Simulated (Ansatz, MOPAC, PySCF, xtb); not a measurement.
Pair of molecules: HCl (SMILES Cl) (first 2 atoms) with SiH4 (SMILES [SiH4]); geometry from B3LYP-D3(BJ)/def2-TZVP, rigid monomers moved along the line of their centres of mass till Cl1···Si3 is 5.28 Å.
(charge 0, multiplicity 1):
```tsv
atom	x (Å)	y (Å)	z (Å)
Cl	0.6255	1.1381	-0.2247
H	1.1186	-0.0336	-0.0576
Si	-0.5055	-0.5579	4.6482
H	-0.6423	0.9117	4.7287
H	-1.4866	-1.1053	3.6854
H	-0.7432	-1.1542	5.9830
H	0.8630	-0.9075	4.2016
```

```
level                                          interaction energy (kcal/mol)  minus CCSD(T)/CBS(aug-cc-pV(D+d)Z, aug-cc-pV(T+d)Z)  cost
---------------------------------------------  -----------------------------  ---------------------------------------------------  ----
AM1                                                                    -0.02                                                 0.20     -
PM3                                                                     0.01                                                 0.23     -
GFN2-xTB                                                               -0.19                                                 0.03     -
HF/STO-3G (no counterpoise)                                            -0.02                                                 0.20     -
HF/3-21G (no counterpoise)                                             -0.11                                                 0.11     -
HF/6-31G*                                                              -0.04                                                 0.18     -
HF/6-31G* (no counterpoise)                                            -0.09                                                 0.13     -
HF/aug-cc-pV(D+d)Z                                                     -0.05                                                 0.18     -
r2SCAN-D4/def2-TZVPPD                                                  -0.22                                                 0.01    ×1
B3LYP/3-21G (no counterpoise)                                          -0.09                                                 0.13     -
B3LYP/6-31G*                                                            0.01                                                 0.23     -
B3LYP/6-311+G** (no counterpoise)                                      -0.04                                                 0.18     -
B3LYP/LANL2DZ (no counterpoise)                                        -0.09                                                 0.13     -
B3LYP/def2-TZVPPD                                                       0.03                                                 0.25    ×2
PBE0/def2-TZVPPD                                                       -0.10                                                 0.13    ×2
PBE0-D3(BJ)/def2-TZVPPD                                                -0.29                                                -0.07    ×2
PBE0-D4/def2-TZVPPD                                                    -0.24                                                -0.01    ×2
wB97M-V/def2-TZVPPD                                                    -0.22                                                 0.00    ×3
CCSD(T)/aug-cc-pV(D+d)Z                                                -0.20                                                 0.02    ×4
CCSD(T)/CBS(aug-cc-pV(D+d)Z, aug-cc-pV(T+d)Z)                          -0.22                                                 0.00  ×40*
```

 The comparison column counts from a level with limits of its own.

The rows run from -0.29 (PBE0-D3(BJ)/def2-TZVPPD) to 0.03 kcal/mol (B3LYP/def2-TZVPPD). The dispersion term adds -0.19 in PBE0-D3(BJ), -0.14 in PBE0-D4. The 3 functionals in def2-TZVPPD without D3 or D4 span 0.26, from wB97M-V to B3LYP.

Monomers are frozen at their geometry in the pair; levels with a basis set take the counterpoise correction. Rows marked so take none.

Frozen-core correlation. CBS(a, b) extrapolates the correlation energy as X⁻³ and adds the Hartree–Fock energy of set b. Rows in 3-21G, 6-311+G**, 6-31G*, LANL2DZ, STO-3G carry no dispersion term and start afresh at each structure (6-31G* with six Cartesian d functions). LANL2DZ brings its own core potentials from Na on. The state that AM1, PM3 reach isn't checked.

Run with Ansatz (a program for electronic structure) with Gaussian orbitals; MOPAC for AM1, PM3 (differences of heats of formation); PySCF for 3-21G rows, 6-311+G** rows, 6-31G* rows, LANL2DZ rows, STO-3G rows, the dispersion terms; xtb for the GFN methods. 

Costs are rough ratios of core time to PBE/def2-TZVPPD (about 4 s over the structures, on one shared machine); a dash marks a level with no comparable run of its own. A star marks coupled-cluster runs past 200 virtual orbitals, where the program's memory plan changes under this machine's limit, so their costs aren't comparable with smaller runs.
